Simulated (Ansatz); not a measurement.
BClH3NO2Si, SMILES `N[Si]1(O)OB1Cl`, relaxed with RKS PBE-D4/def2-SVP in Ansatz from a rough embedded geometry. The force threshold is 0.03 eV/Å; the program also tests the step.

Total charge 0; spin multiplicity 1.

Start:

```xyz
9

N    -1.605    0.103   -0.651
Si    0.073   -0.068    0.013
O     0.415   -1.604    0.638
O     0.335    0.990    1.187
B     1.296    1.486    0.257
Cl    3.062    1.989   -0.083
H    -1.733   -0.623   -1.341
H    -2.218   -0.019    0.126
H     0.374   -2.254   -0.144
```

| step | energy (eV) | largest force (eV/Å) | largest move (Å) |
| --- | --- | --- | --- |
| 1 | -26684.4416 | 5.328 | 0.000 |
| 2 | -26685.4496 | 2.260 | 0.195 |
| 3 | -26685.8819 | 0.939 | 0.193 |
| 4 | -26685.9322 | 1.612 | 0.190 |
| 5 | -26686.0008 | 0.294 | 0.084 |
| 6 | -26686.0215 | 0.937 | 0.192 |
| 7 | -26686.0502 | 0.713 | 0.095 |
| 8 | -26686.1009 | 0.525 | 0.173 |
| 9 | -26686.1287 | 0.294 | 0.120 |
| 10 (rejected) | -26686.1102 | 1.848 | 0.196 |
| 11 | -26686.1523 | 0.261 | 0.098 |
| 12 | -26686.1764 | 0.137 | 0.100 |
| 13 | -26686.1868 | 0.100 | 0.067 |
| 14 (rejected) | -26686.1631 | 0.748 | 0.063 |
| 15 | -26686.1914 | 0.133 | 0.030 |
| 16 | -26686.1934 | 0.121 | 0.053 |
| 17 | -26686.1940 | 0.046 | 0.008 |
| 18 | -26686.1941 | 0.019 | 0.004 |

End:

```xyz
9

N    -1.416   -0.199   -0.663
Si    0.165   -0.223    0.006
O     0.385   -1.683    0.789
O     0.645    1.039    1.199
B     1.413    1.207    0.094
Cl    2.668    2.381   -0.242
H    -1.700    0.548   -1.300
H    -2.213   -0.618   -0.177
H     0.053   -2.452    0.295
```

It took 29 s on 4 threads of an Arm Neoverse V1 on a shared host, with 0.16 GiB of host memory at the peak.
